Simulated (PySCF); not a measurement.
Species: C5H7FO.
Z-matrix (Å and degrees, GFN2-xTB geometry), rows numbered from 1:
```
C 
C   1  1.5043
C   2  1.4828  1  121.18
C   3  1.5161  2   61.25  1  -110.42
C   4  1.4574  2  119.71  3  -106.27
O   5  1.1839  4  130.87  2    42.59
F   5  1.3730  4  110.48  2  -137.68
H   1  1.0865  2  111.06  3    34.74
H   1  1.0885  2  110.45  3   155.45
H   1  1.0884  2  109.62  3   -85.27
H   2  1.0846  1  113.72  3   147.36
H   3  1.0789  2  119.87  4  -106.62
H   3  1.0798  2  117.68  4   105.89
H   4  1.0819  2  117.33  3   108.58
```

NICS = −σ at a ghost point: NICS(0) at the centroid of the ring atoms, NICS(1) 1 Å to either side along the normal of their mean plane, zz for the tensor component along that normal. Level: GIAO PBE0/pcSseg-1 (PySCF, non-relativistic, gas phase) on the GFN2-xTB geometry, one conformer.

Ring bond lengths (Å), with Mayer bond orders in brackets: C2–C3 1.483 (0.96), C3–C4 1.516 (0.89), C4–C2 1.528 (0.88).

Problem. Give the NICS values of each ring in ppm.

Solution. 
```csv
ring,type,NICS(0),"NICS(1), two faces","NICS(1)zz, two faces",rms pucker (Å),"centre to ring atoms, mean (Å)"
C2–C3–C4,3-membered carbocycle; formal bonds all single,-44.7,-8.3 / -8.6,-20.9 / -24.2,0.00,0.87
```

Problem. What can be read from them?

Solution. 
- C2–C3–C4: mean NICS(1)zz -22.6 ppm, shielded. C2, C3, C4 have four or more neighbours; no verdict on aromaticity is drawn. The two faces differ by 3.3 ppm, so no symmetry operation interchanges them. NICS(0) lies 36 ppm below the mean NICS(1).

Problem. What are the shieldings of the ring atoms and their hydrogens in the same run (means over atoms taken as equivalent)?

Solution. 
```csv
atoms,environment,σ isotropic (ppm)
C2,three-membered-ring carbon,163.1
C3,three-membered-ring carbon,166.0
C4,sp3 carbon next to a carbonyl,168.7
H11,methine hydrogen,30.09
H12,methylene hydrogen,30.46
H13,methylene hydrogen,30.79
H14,methine hydrogen,29.95
```
